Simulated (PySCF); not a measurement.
CH6N2Si2. Atoms are numbered in the order given.

```xyz
11

N      2.2098     0.4797     0.7445
Si     0.9080    -0.2633    -0.1050
C     -0.5993    -1.1350     0.7515
N     -1.6860    -0.6323     0.2719
Si    -1.1235     0.7575    -0.7486
H      2.0807     1.2010     1.4448
H      3.1539     0.1105     0.7347
H      1.5555    -1.1878    -1.0858
H     -0.6549    -1.9662     1.4846
H     -1.5111     2.0529    -0.1147
H     -1.6771     0.7490    -2.1363
```
Charge 0, spin multiplicity 1.

Coordinates come from a B3LYP-D3(BJ)/def2-SVP optimisation. The structure was generated by enumeration; whether it is a known compound was not checked. Other conformers were not sampled.

The numbers are results of PBE0/pcSseg-1 (PySCF), not measurements.

GIAO shieldings, no solvent; atoms listed in one row are averaged. δ = σ(ref) − σ: ¹⁵N against NH3 (σ = 267.4 ppm); ²⁹Si against TMS (σ = 352.7 ppm); ¹³C against TMS (σ = 186.3 ppm); ¹H against TMS (σ = 31.56 ppm), references at their B3LYP-D3(BJ)/def2-TZVP geometries, non-relativistic.

Computed chemical shifts:
| nucleus | atoms | count | δ (ppm) |
|---|---|---|---|
| ¹⁵N | N4 | 1 | 543.7 |
| ¹⁵N | N1 | 1 | 30.9 |
| ²⁹Si | Si5 | 1 | 11.5 |
| ²⁹Si | Si2 | 1 | -13.9 |
| ¹³C | C3 | 1 | 232.1 |
| ¹H | H9 | 1 | 10.65 |
| ¹H | H11 | 1 | 6.07 |
| ¹H | H10 | 1 | 5.74 |
| ¹H | H8 | 1 | 5.54 |
| ¹H | H7 | 1 | 1.68 |
| ¹H | H6 | 1 | 1.30 |
